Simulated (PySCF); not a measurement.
## Assigning NMR signals

Atoms are numbered as in `[CH3:1][CH2:2][CH2:3][c:4]1[c:5]([F:6])[cH:7][n:8][n:9]1[SiH3:10]`; H(Xn) means a hydrogen on atom n.

PySCF 2.14.0 with density-fitted response routines calculation with GIAO PBE0/pcSseg-1 shieldings and GFN2-xTB geometry; one conformer, no solvent model, non-relativistic, equivalent nuclei averaged.

Scale: $^{13}$C and $^{1}$H against TMS (reference shieldings calculated alike).

(1) Assign these signals to the numbered atoms. $^{13}$C{$^{1}$H} NMR (computed): δ 159.5, 138.8, 136.1, 30.9, 26.7, 15.4.

(2) Assign these signals to the numbered atoms. $^{1}$H NMR (600 MHz, computed): δ 7.61 (m, 1H), 5.27 (s, 3H), 2.89 (t, 2H), 1.79 (m, 2H), 0.90 (t, 3H).

Results:

(1) 
| δ (ppm) | atoms | environment | reason |
| --- | --- | --- | --- |
| 159.5 | C5 | aromatic carbon bearing fluorine | the electronegative substituent deshields the carbon that carries it |
| 138.8 | C4 | substituted aromatic carbon next to a ring nitrogen | – |
| 136.1 | C7 | aromatic CH next to a ring nitrogen | – |
| 30.9 | C3 | sp3 CH2 on an aromatic ring | a saturated carbon with 2 carbon neighbours and no heteroatom attached |
| 26.7 | C2 | sp3 CH2 | saturated and bonded to C and H only |
| 15.4 | C1 | methyl carbon | a saturated carbon with 1 carbon neighbour and no heteroatom attached |

(2) 
7.61 → H(C7), hydrogen on an aromatic CH next to a ring nitrogen: it sits in the deshielding region of the aromatic ring current
5.27 → H(Si10), hydrogen on a silicon bonded to N
2.89 → H(C3), hydrogen on an sp3 CH2 on an aromatic ring: benzylic-type position, deshielded by the ring
1.79 → H(C2), hydrogen on an sp3 CH2
0.90 → H(C1), hydrogen on a methyl carbon: far from electronegative atoms and π systems

Splittings by $^{19}$F in the carbon and heteronuclear signals aren't shown, as no couplings were computed. Shifts are as computed. Against solution values, carbons near 30 ppm lie about +3 ppm off and those near 130 ppm about +5 ppm. Of 1309 compounds with measured shifts, 239 miss one by over three times the rms of a fit or turn the order of signals round; such compounds aren't used in these exercises. Multiplicities follow the n + 1 count of equivalent neighbours, as no J values were calculated; m marks all less simple cases, F and P coupling included.
